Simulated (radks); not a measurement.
All-electron atom: Pr I in [Xe] 4f3 6s2.

Method: Dirac Kohn-Sham, PBE, spin-unpolarised, spherical densities, point nucleus; open shells are shared between the two j in proportion to 2j + 1; computed with a radial shooting solver on a logarithmic mesh with Libxc functionals.

Energy parts (hartree):
part                       energy
total                  -9242.6113
kinetic                 9942.2923
electron-nucleus      -22554.0171
Hartree                 3585.7791
exchange-correlation    -216.6656

Orbitals (lengths in bohr, moments of r in powers of bohr; r(max) is where P^2 peaks):
orbital     occ.  eigenvalue (hartree)      <r^4>   r(max)  small-component weight
1s1/2          2             -1535.380  1.645e-06  0.01541                4.78e-02
2s1/2          2             -246.8957  0.0002690  0.08740                1.04e-02
2p1/2          2             -233.3281  0.0001688  0.06651                1.04e-02
2p3/2          4             -215.6057  0.0002122  0.07186                9.80e-03
3s1/2          2             -53.26609    0.01086   0.2493                3.21e-03
3p1/2          2             -47.49920    0.01007   0.2361                3.15e-03
3p3/2          4             -43.98791    0.01197   0.2476                2.97e-03
3d3/2          4             -33.93233   0.009068   0.1986                2.85e-03
3d5/2          6             -33.17560   0.009568   0.2019                2.80e-03
4s1/2          2             -10.58803     0.2786   0.5793                9.92e-04
4p1/2          2              -8.43043     0.3261   0.5878                9.23e-04
4p3/2          4              -7.67485     0.3864   0.6125                8.64e-04
4d3/2          4              -4.13436     0.5981   0.6312                7.14e-04
4d5/2          6              -4.00180     0.6322   0.6393                6.98e-04
5s1/2          2              -1.43231      9.729    1.354                2.10e-04
5p1/2          2              -0.86024      17.07    1.486                1.64e-04
5p3/2          4              -0.75802      21.14    1.558                1.49e-04
6s1/2          2              -0.12724      826.6    3.862                2.28e-05
5d3/2          0              -0.07794      383.7    2.239                4.88e-05
5d5/2          0              -0.07205      437.2    2.292                4.60e-05
4f5/2    1.28571              -0.05311      21.28   0.6893                3.35e-04
6p1/2          0              -0.04998       2766    4.937                1.23e-05
6p3/2          0              -0.04403       3377    5.173                1.12e-05
4f7/2    1.71429              -0.04062      26.74   0.6946                3.27e-04

The highest occupied level is 4f7/2 at -1.105 eV. The configuration is held as typed, so some empty levels lie below it. Summed over all electrons, <r^2> = 90.34 bohr^2, which gives a Langevin (diamagnetic) susceptibility term of -71.5 x 10^-6 cm^3/mol. The density falls to 0.001 e/bohr^3 at r = 5.40 bohr. For comparison, the ionisation energy in NIST's Atomic Spectra Database is 5.470 eV (semi-empirical). In exact Kohn-Sham theory the highest level is minus the ionisation energy, but local and semilocal functionals leave it too shallow, through self-interaction and a potential that decays too fast; potentials with the right tail come closer.

Beside tabulated values, note that spin-unpolarised runs miss the spin-polarisation part of the exchange energy of open shells.
